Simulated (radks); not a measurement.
Spherical jellium clusters: N electrons in a uniform positive sphere of charge N and radius rs N^(1/3), rs = 2.49 bohr. Calculated with a radial shooting solver with Libxc functionals: non-relativistic Kohn-Sham, PBEsol, spin-polarised, spherical densities. Levels are named by radial order and angular momentum (1s, 1p, 1d, 2s, ...), and open shells are averaged over m.

N = 35, configuration 1s2 1p6 1d10 2s2 1f14 2p(up 1, down 0). This is the lowest configuration that the search found. Occupied and some empty levels:

| level | occupation | eigenvalue (eV) | <r> (bohr) |
|---|---|---|---|
| 1s up | 1 | -9.9816 | 4.467 |
| 1s down | 1 | -9.8351 | 4.564 |
| 1p up | 3 | -8.2250 | 5.613 |
| 1p down | 3 | -8.1505 | 5.661 |
| 1d up | 5 | -6.2514 | 6.399 |
| 1d down | 5 | -6.2083 | 6.402 |
| 2s up | 1 | -5.8480 | 5.521 |
| 2s down | 1 | -5.7060 | 5.427 |
| 1f up | 7 | -4.0701 | 7.052 |
| 1f down | 7 | -4.0282 | 7.034 |
| 2p up | 1 | -3.3952 | 6.459 |
| 2p down | 0 | -3.2198 | 6.498 |
| 1g up | 0 | -1.7337 | 7.740 |
| 1g down | 0 | -1.6792 | 7.714 |
| 3s up | 0 | -1.1533 | 9.070 |
| 2d up | 0 | -1.1340 | 8.401 |
| 3s down | 0 | -1.0752 | 9.107 |
| 2d down | 0 | -1.0218 | 8.527 |

Energy (eV): total -41.2555, kinetic 145.25, external -4801.9, Hartree 2351.7, exchange-correlation -191.82, background 2455.6.
